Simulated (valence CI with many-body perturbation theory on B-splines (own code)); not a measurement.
**Xe13+: magnetic and hyperfine properties of the levels**

Calculated by valence CI with perturbative core correlation (CI+MBPT): five valence electrons over a frozen Dirac-Fock core [Kr], radial functions for each j: 7 s, 7 p, 8 d, 6 f, 4 g, 1 h, with the one-electron correlation potential Σ1 (screened to all orders), the two-electron term Σ2, the three-electron term Σ3, Breit, model QED; selected single and double excitations, second order for the rest (own B-spline code, finite nucleus).

No measured spectrum was set against this ion. As an estimate, terms of the open shell hold to 2 to 4 % of their energy, and close levels can change places. Core correlation moves these levels by up to 12000 cm⁻¹, and in measured spectra 5 to 20 % of such shifts remained as error; rates that hang on mixing are uncertain with them. Among the levels kept, up to 320 cm⁻¹ of a level comes from second order outside the variational space, and about a tenth of that is noise between levels of different J, which matters for small intervals. Only levels of the ground parity were solved; by the run's estimate the other parity begins above the list, which can be wrong where configurations are misplaced.

A/g_I is the dipole constant over the nuclear g factor μ/I (μ in nuclear magnetons, uniformly magnetised nucleus), B/Q the quadrupole constant per barn. Both hold the static response of the core; the bare values leave it out. Large factors of s and p1/2 electrons are usually good to 5 to 10 %; those of open d and f shells near neutrality can be off by tens of per cent, and small factors of p3/2, d and f electrons come from cancelling terms and can be off by a factor of two or in sign, in half-filled shells by more. B is blank for J = 1/2, where it vanishes, and for nearly pure S terms. Energies count from the lowest level.

Names give the largest LS component (configuration and term), which can be under half, so a name can repeat, a term be missing and a line seem to break the LS rules; names also repeat where a configuration has a term twice. Letters in brackets count levels of one name in rising energy.

| Level | E (eV) | g | A/g_I (MHz) | A/g_I bare | B/Q (MHz/b) | B/Q bare |
| --- | --- | --- | --- | --- | --- | --- |
| 4d⁵ ⁶S_5/2 | 0.000 | 1.949 | -932 | 115 | 130 | 112 |
| 4d⁵ ⁴G_5/2 [a] | 4.325 | 1.008 | 2200 | 2150 | 3120 | 2930 |
| 4d⁵ ⁴G_7/2 | 5.335 | 1.068 | 2270 | 2290 | 2450 | 2300 |
| 4d⁵ ⁴G_11/2 | 5.533 | 1.233 | 2230 | 2450 | -59.9 | -63.8 |
| 4d⁵ ⁴D_3/2 | 5.620 | 1.372 | 1860 | 2240 | 2590 | 2440 |
| 4d⁵ ⁴G_5/2 [b] | 5.688 | 1.071 | 1980 | 2000 | 1300 | 1230 |
| 4d⁵ ⁴G_9/2 | 5.740 | 1.170 | 2140 | 2290 | 1810 | 1710 |
| 4d⁵ ⁴P_1/2 | 6.320 | 1.666 | -576 | 132 |  |  |
| 4d⁵ ⁴D_7/2 | 6.908 | 1.322 | 1360 | 1670 | 851 | 801 |
| 4d⁵ ⁴D_5/2 | 7.502 | 1.303 | 1810 | 2110 | -507 | -483 |
| 4d⁵ ⁴D_1/2 | 7.868 | 0.947 | 4240 | 4130 |  |  |
| 4d⁵ ²I_11/2 | 7.966 | 0.984 | 2840 | 2770 | 295 | 277 |
| 4d⁵ ⁴P_3/2 | 8.189 | 1.384 | 2090 | 2490 | -1350 | -1280 |
| 4d⁵ ²F_7/2 [a] | 8.527 | 1.123 | 2670 | 2760 | -3450 | -3250 |
| 4d⁵ ²I_13/2 | 8.671 | 1.076 | 2730 | 2770 | -5.55 | 0.454 |
| 4d⁵ ²G_9/2 [a] | 8.789 | 1.169 | 2130 | 2270 | -150 | -150 |
| 4d⁵ ⁴F_3/2 | 8.905 | 0.663 | 4390 | 3940 | -502 | -470 |
| 4d⁵ ²F_5/2 [a] | 9.198 | 1.051 | 2420 | 2420 | 143 | 147 |
| 4d⁵ ⁴F_5/2 | 10.121 | 1.100 | 2280 | 2340 | -2290 | -2160 |
| 4d⁵ ²H_9/2 | 10.286 | 1.102 | 2470 | 2540 | 643 | 607 |
| 4d⁵ ²G_7/2 [a] | 10.553 | 1.012 | 3200 | 3160 | -188 | -173 |
| 4d⁵ ²D_3/2 [a] | 11.020 | 0.697 | 4520 | 4120 | -299 | -274 |
| 4d⁵ ²F_5/2 [b] | 11.102 | 0.997 | 2310 | 2240 | 791 | 739 |
| 4d⁵ ²F_7/2 [b] | 11.344 | 1.112 | 2480 | 2550 | -1390 | -1310 |
| 4d⁵ ²F_7/2 [c] | 11.897 | 1.154 | 2400 | 2520 | -1390 | -1320 |
| 4d⁵ ²H_11/2 | 12.049 | 1.067 | 2680 | 2710 | -238 | -207 |
| 4d⁵ ²S_1/2 | 12.123 | 1.959 | -1400 | -344 |  |  |
| 4d⁵ ²G_9/2 [b] | 12.191 | 1.081 | 2520 | 2550 | 292 | 287 |
| 4d⁵ ²D_5/2 [a] | 13.317 | 1.064 | 2470 | 2490 | -23.8 | -10.5 |
| 4d⁵ ²D_3/2 [b] | 13.645 | 0.819 | 3420 | 3150 | -1780 | -1680 |
| 4d⁵ ²D_5/2 [b] | 14.622 | 1.139 | 2090 | 2200 | -907 | -847 |
| 4d⁵ ²G_9/2 [c] | 15.022 | 1.110 | 2400 | 2470 | -2580 | -2430 |
| 4d⁵ ²G_7/2 [b] | 15.513 | 0.916 | 3360 | 3210 | 3120 | 2940 |
| 4d⁵ ²P_3/2 | 17.258 | 1.258 | 2110 | 2350 | -2500 | -2360 |
| 4d⁵ ²P_1/2 | 18.098 | 0.760 | 480 | 103 |  |  |
| 4d⁵ ²D_5/2 [c] | 19.801 | 1.196 | 1790 | 1960 | -1750 | -1650 |
| 4d⁵ ²D_3/2 [c] | 20.297 | 0.866 | 4530 | 4340 | 3850 | 3630 |

Task: Take the isotope of mass number 131, with I = 3/2, μ = 0.69185 μN and Q = -0.114 b. What is the hyperfine structure of 4d⁵ ⁴G_7/2?

Result: From the table A = 1050 MHz, B = -279 MHz. Shifts from the centre of gravity in MHz: F = 2: -7240, F = 3: -3890, F = 4: 392, F = 5: 5440.
